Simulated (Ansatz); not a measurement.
Cartesian coordinates (Å):
```xyz
4

N      1.6020    -0.0991    -0.2530
C      0.4772     0.1009    -0.0945
O     -0.7721     0.3997     0.0793
H     -1.3083    -0.4010     0.1806
```
Charge 0, multiplicity 1.

Calculation: frozen-core CCSD(T)/cc-pVQZ // B3LYP-D3(BJ)/def2-TZVP (Ansatz, a program for electronic structure).

- HF energy = -167.80311 Ha
- MP2 correlation energy = -0.61731 Ha

Question: Estimate the CCSD correlation energy, the (T) correction, the total energy and the T1 diagnostic.

Answer: 
```json
{
 "CCSD correlation energy": "-0.61242 Ha",
 "(T) correction": "-0.02964 Ha",
 "CCSD(T) total energy": "-168.44517 Ha",
 "T1 diagnostic": "0.014"
}
```
